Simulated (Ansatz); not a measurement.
Mulliken charges of `C[S][InH2]` from PBE/def2-TZVPP in Ansatz (PBE0-D4/def2-TZVP geometry).

```json
{"atom": "C1", "x (Å)": "-0.723", "y (Å)": "1.148", "z (Å)": "-0.514", "charge (e)": "-0.249"}
{"atom": "S2", "x (Å)": "-1.148", "y (Å)": "-0.224", "z (Å)": "0.603", "charge (e)": "-0.314"}
{"atom": "In3", "x (Å)": "0.858", "y (Å)": "-1.492", "z (Å)": "0.700", "charge (e)": "0.456"}
{"atom": "H4", "x (Å)": "-1.390", "y (Å)": "1.121", "z (Å)": "-1.376", "charge (e)": "0.120"}
{"atom": "H5", "x (Å)": "0.308", "y (Å)": "1.088", "z (Å)": "-0.862", "charge (e)": "0.107"}
{"atom": "H6", "x (Å)": "-0.864", "y (Å)": "2.090", "z (Å)": "0.015", "charge (e)": "0.120"}
{"atom": "H7", "x (Å)": "2.133", "y (Å)": "-0.839", "z (Å)": "-0.248", "charge (e)": "-0.130"}
{"atom": "H8", "x (Å)": "0.825", "y (Å)": "-2.892", "z (Å)": "1.683", "charge (e)": "-0.111"}
```

Task: By hand: the dipole of these point charges (1 e Å = 4.8032 D).

Result: Σ q r = (0.325, 0.036, -0.152) e Å, of length 0.361 e Å = 1.73 D.

Task: How does the dipole of the full density compare? (An estimate is asked.)

Result: The calculation gave: (0.221, 0.099, -0.155) e Å, 1.38 D; the point charges give 1.25 times that, at 17° from its direction.

Point charges leave out the atoms' own dipoles, such as those of lone pairs, and Mulliken's split depends on the basis, so the two needn't agree.
